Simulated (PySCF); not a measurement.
**Orbital energies and ionisation energy**

Species: C₃H₈Se.
Structure used (PBE0-D3(BJ)/def2-SVP), in Å, numbered top down from 1:
```xyz
12
C3H8Se angstrom
C     -1.520   -0.177    0.325
C     -0.057   -0.589    0.237
C      0.814    0.497   -0.370
Se     2.696    0.010   -0.579
H     -1.648    0.727    0.942
H     -1.935    0.042   -0.672
H     -2.132   -0.974    0.773
H      0.047   -1.510   -0.359
H      0.322   -0.837    1.243
H      0.758    1.432    0.207
H      0.487    0.735   -1.396
H      2.945   -0.148    0.863
```

Level: PBE0/def2-SVPD (PySCF). Frontier orbitals with their largest atomic shares (Löwdin; up to four atoms above 4 %):

```
orbital  ε (eV)                           main atoms
 HOMO−3   -9.90    C2 24 %, C1 19 %, C3 15 %, H8 8 %
 HOMO−2   -9.51   C2 27 %, C1 15 %, H9 13 %, C3 12 %
 HOMO−1   -8.85    Se4 53 %, C3 19 %, C1 8 %, C2 7 %
   HOMO   -6.47                                    ?
   LUMO   -0.09  Se4 54 %, H12 13 %, C3 10 %, C2 5 %
 LUMO+1    0.42           Se4 64 %, H12 16 %, C3 9 %
 LUMO+2    1.07    C1 26 %, Se4 20 %, H7 9 %, H5 9 %
```

**Question.** What vertical ionisation energy does ΔSCF give, and how far is −ε(HOMO) from it?

**Answer.** ΔSCF: 8.73 eV (842 kJ/mol; threshold wavelength 142 nm); ⟨S²⟩ of the doublet left behind is 0.754, against 0.75 for a pure doublet. −ε(HOMO) is 6.47 eV, 2.26 eV below it. For the exact functional −ε(HOMO) would equal the first vertical ionisation energy; PBE0 (global hybrid, 25 % exact exchange) falls short of its own ΔSCF value by 26 %.

**Question.** On which atoms does the HOMO lie?

**Answer.** Se4 (selenium bonded to C and H) 78 %, C3 (sp3 carbon bound to selenium) 10 %, H12 (hydrogen on selenium) 6 %, so more than half of it is on one atom. The HOMO−1 lies 2.38 eV lower.

**Question.** With α = 68.6 au, estimate the like-pair dispersion coefficient by London's formula C6 = (3/4)α²I.

**Answer.** I = 0.3208 Eh, so C6 ≈ 1130 au, a rough estimate.

**Question.** Shift the occupied levels rigidly so that −ε(HOMO) equals the ΔSCF value. What binding energies result?

**Answer.** The shift is +2.26 eV: HOMO 8.73, HOMO−1 11.11, HOMO−2 11.77, HOMO−3 12.16 eV. A rigid shift is only a rough guide to the deeper ionisations.

**Question.** What kinetic energy would electrons from this vertical process carry with He I light (21.218 eV)?

**Answer.** 21.22 − 8.73 = 12.49 eV.

**Question.** What total energies stand behind the ΔSCF value?

**Answer.** E(N) = -2519.88515 Eh and E(N − 1) = -2519.56433 Eh at the same geometry, 0.32082 Eh apart.

One conformer (not necessarily the lowest) at the PBE0-D3(BJ)/def2-SVP geometry, without solvent, vibrations or thermal averaging. The calculation is non-relativistic, for selenium too.
